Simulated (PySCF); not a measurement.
A mixed set of molecules. Method used: TDDFT wB97X-D/def2-SVPD, vertical, gas phase, core orbitals frozen in the response (PySCF 2.14.0, density-fitted response routines). Geometries: GFN2-xTB; one conformer of each isolated species. Triplets are in the Tamm–Dancoff approximation. 'Strongest' means the level of largest summed f among the lowest 8 singlets; it needn't be the same kind of state in each.

Task: Rank by computed lowest singlet excitation energy, lowest first.
A. `CC1=COC(C)=P1`
B. `O=P1(C2CC2)C=C1`
C. `C(#C)[P@](=O)(C)C=C`
D. `Fc1ccpcn1`

Result: D (4.48 eV), B (5.09 eV), A (5.25 eV), C (6.16 eV).

```json
{"SMILES": "Fc1ccpcn1", "S1 (eV)": "4.48", "T1 (eV)": "3.31", "LUMO (eV)": "-0.25", "strongest (eV)": "7.07", "α (au)": "75.5", "S1 mainly": "H-1→L (86%)"}
{"SMILES": "O=P1(C2CC2)C=C1", "S1 (eV)": "5.09", "T1 (eV)": "4.59", "LUMO (eV)": "1.09", "strongest (eV)": "7.75", "α (au)": "77.7", "S1 mainly": "H→L (96%)"}
{"SMILES": "Cc1coc(C)p1", "S1 (eV)": "5.25", "T1 (eV)": "3.26", "LUMO (eV)": "1.04", "strongest (eV)": "6.55", "α (au)": "85.0", "S1 mainly": "H→L (93%)"}
{"SMILES": "C#C[P@@](C)(=O)C=C", "S1 (eV)": "6.16", "T1 (eV)": "4.53", "LUMO (eV)": "0.86", "strongest (eV)": "7.38", "α (au)": "83.2", "S1 mainly": "H-1→L (34%)"}
```

H and L stand for HOMO and LUMO.

Mean S1 by what the SMILES shows (count): a double or triple bond but no aromatic ring 5.63 eV (2); an aromatic ring 4.86 eV (2).
